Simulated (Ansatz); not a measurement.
A structure relaxed at PBE-D4/def2-SVP in Ansatz, charge 1, doublet:

```xyz
12

Ag    0.058    0.577    2.580
Ag    1.393   -0.309    0.052
Ag    2.703    1.928    1.386
Ag   -2.158   -1.225   -1.448
Ag    0.308   -2.640   -1.167
Ag   -1.025    1.051   -0.162
Ag   -2.071   -4.209   -2.391
Ag    0.019    3.447    1.128
Te    1.216    2.814    3.491
Te    1.379    2.333   -1.031
Te   -0.833   -2.235   -3.624
Te   -0.989   -1.533    1.184
```

Task: Give its formula and point group.

Result: Ag8Te4⁺. Point group Cs (tolerance 0.1 Å).

Task: Summarise the bond lengths by kind (pairs closer than 1.2 times the sum of covalent radii, bridged metal pairs left out).

Result: 15 × Ag–Te 2.64 to 2.91 Å.

In the def2 sets Ag, Te take a core potential; there is no spin–orbit coupling. Another isomer (doublet) lies 1.73 eV lower at PBE0-D4/def2-TZVP; other spin states weren't run for this one.
